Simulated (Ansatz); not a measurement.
BH$_{4}$O$_{2}$F, singlet: at a first-order saddle point.

in.yaml

```yaml
crystal:
  periodic: [false, false, false]
  atoms:
    - {symbol: B, position_ang: [0.012762, 0.115584, 0.109749]}
    - {symbol: H, position_ang: [1.076586, 0.631441, -0.568967]}
    - {symbol: O, position_ang: [-1.212113, 0.339377, -0.452508]}
    - {symbol: O, position_ang: [0.231706, 0.290333, 1.439836]}
    - {symbol: H, position_ang: [1.163709, -0.372369, -0.675238]}
    - {symbol: F, position_ang: [0.618601, -1.378344, -0.429965]}
    - {symbol: H, position_ang: [-1.301645, 0.038641, -1.357889]}
    - {symbol: H, position_ang: [-0.589706, 0.335436, 1.935082]}
basis:
  gaussian: {orbitals: def2-TZVPP}
hamiltonian: {xc: {name: BLYP}, dispersion: d4}
```

Run by:

```bash
ansatz run in.yaml --threads 2 --pin off --events-out ev --progress --plain --max-ram 4352MiB
```

What Ansatz 0.2.0 printed:

```
Functional definition: BLYP
  name "BLYP"
  cite "Becke, Phys. Rev. A 38, 3098 (1988) doi:10.1103/PhysRevA.38.3098"
  cite "Lee, Yang & Parr, Phys. Rev. B 37, 785 (1988) doi:10.1103/PhysRevB.37.785"
  parameter beta = 0.0042
  parameter a = 0.04918
  parameter b = 0.132
  parameter c = 0.2533
  parameter d = 0.349
  exchange = b88_x(beta = beta)
  correlation = lyp_c(a = a, b = b, c = c, d = d)
863 factors; their error is unknown
mean field evaluation 1: about -7544.7411 eV, gradient 8.7e1 eV
mean field evaluation 2: about -7504.0595 eV, gradient 1.7e2 eV
mean field evaluation 4: about -7556.0057 eV, gradient 1.2e1 eV
mean field evaluation 8: about -7556.2116 eV, gradient 1.9e-1 eV
mean field evaluation 16: about -7556.2013 eV, gradient 2.4e-4 eV
mean field -7556.20134365 eV, -277.6852776019 hartree, gradient 6.4e-5 eV, S^2 0.000000; 0 other end points of the search recorded, 0 dependent functions left out
reference -7556.20164490 eV, -277.6852886725 hartree; 17, 17 occupied and 163, 163 virtual orbitals, 863 factors
Total energy: -7556.41823245 eV, -277.6932481182 hartree
```

Hardware: 2 CPU threads of an Arm Neoverse V1, shared host. Wall time about 1.7 s.
